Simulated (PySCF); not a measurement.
`[C@@H]1(C)[SiH2][C@@H](C=O)[Si@H]1N`, C4H11NOSi2

Geometry:
```tsv
atom	x (Å)	y (Å)	z (Å)
C1	2.385	-0.034	0.951
C2	0.946	-0.319	0.551
Si3	0.478	-1.308	-0.995
C4	-1.080	-0.209	-1.282
C5	-2.274	-0.775	-0.625
O6	-2.367	-0.962	0.573
Si7	-0.220	1.045	-0.090
N8	-1.315	1.874	0.941
H9	2.940	0.454	0.133
H10	2.439	0.636	1.825
H11	2.936	-0.952	1.214
H12	0.379	-0.801	1.372
H13	0.187	-2.765	-0.839
H14	1.436	-1.107	-2.126
H15	-1.269	0.083	-2.324
H16	-3.130	-1.039	-1.296
H17	0.542	2.075	-0.860
H18	-1.091	2.785	1.321
H19	-1.923	1.332	1.547
```

Computed with PySCF 2.14.0, TDDFT PBE0/def2-SVPD circular dichroism and optical rotation, one conformer, gas phase. Geometry: PBE0-D3(BJ)/def2-SVP.

The molecule is flexible and this is one conformer; a measurement averages over conformers.

What are the CIP labels of the stereocentres?

C2 R, C4 R, Si7 S.

List the lowest 12 singlet excitations with oscillator and rotatory strengths.

Rotatory strengths R in 10⁻⁴⁰ esu² cm², velocity form and length form (origin at the centre of mass); f in length form.
```tsv
state	E (eV)	λ (nm)	f	R (velocity)	R (length)	main
1	4.44	279	8e-05	+3.4	+3.8	HOMO−1→LUMO 0.91
2	5.27	235	0.005	+7.3	+6.8	HOMO→LUMO 0.93
3	6.04	205	0.014	+1.1	+1.0	HOMO→LUMO+2 0.65, HOMO→LUMO+1 0.31
4	6.11	203	0.050	-54.3	-55.8	HOMO−2→LUMO 0.90
5	6.28	197	0.045	+21.7	+21.7	HOMO→LUMO+1 0.63, HOMO→LUMO+2 0.27
6	6.48	191	0.014	+18.3	+17.8	HOMO−1→LUMO+1 0.56, HOMO−1→LUMO+2 0.40
7	6.61	188	0.018	-7.2	-7.7	HOMO−3→LUMO 0.67, HOMO−1→LUMO+2 0.14
8	6.67	186	0.034	+57.0	+54.7	HOMO−1→LUMO+2 0.39, HOMO−1→LUMO+1 0.32
9	6.83	182	0.021	+28.9	+27.5	HOMO→LUMO+3 0.70, HOMO→LUMO+4 0.16
10	6.95	178	0.025	0.0	+0.6	HOMO−4→LUMO 0.62, HOMO−2→LUMO+1 0.19
11	6.98	178	0.006	+0.5	+0.4	HOMO−2→LUMO+2 0.72, HOMO→LUMO+3 0.15
12	7.01	177	0.063	-56.7	-57.5	HOMO−2→LUMO+1 0.56, HOMO−4→LUMO 0.17
```

Among the states computed, the strongest CD band (largest |R|) is state 8. The largest dissymmetry factor in size, g = 4R/(D+G), with D and G the electric and magnetic dipole strengths, is +0.39 for state 1 (velocity form, f = 6e-05), among bands with |R| over 0.5. The mirror image has the same energies and oscillator strengths and all R with the opposite sign.
